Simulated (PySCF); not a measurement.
**Distorted geometries of [Nd(O2)]+**

[Nd(O2)]+ (singlet in the valence; each metal's 4f electrons, 3 of them, lie in its core potential, out of spins and levels). PySCF 2.14.0, RKS BP86, Nd lcecp-1-SVP with ECP49, O def2-SVP; non-relativistic Hamiltonian with scalar-relativistic core potentials where named; density fitting; no spin-orbit coupling. Relaxed geometry:

```xyz
3

Nd    0.0000    0.0000   -0.2264
O     0.7490    0.0000    1.6673
O    -0.7490    0.0000    1.6673
```

**Question.** Order these distorted geometries by energy above the relaxed one, lowest first.
A.
```xyz
3

Nd    0.0107    0.0330   -0.1762
O     0.7863   -0.0378    1.6420
O    -0.7970    0.0047    1.6423
```
B.
```xyz
3

Nd    0.0358   -0.0030   -0.2094
O     0.7096   -0.0428    1.5564
O    -0.7454    0.0458    1.7611
```
C.
```xyz
3

Nd   -0.0421   -0.0076   -0.2071
O     0.7747    0.0046    1.6769
O    -0.7326    0.0029    1.6383
```

**Answer.** C (0.05 eV), A (0.12 eV), B (0.31 eV).

**Question.** Which forces (eV/Å) act in the one that lies 0.05 eV up?

**Answer.** 
```
Nd   0.59  0.00 -1.11
O   -0.24  0.00 -0.22
O   -0.35  0.01  1.34
```
Forces carry noise of the integration grid, about 0.01 to 0.03 eV/Å.

An lcecp potential fixes the number of 4f electrons, so in runs with it no electron can move into or out of that shell.
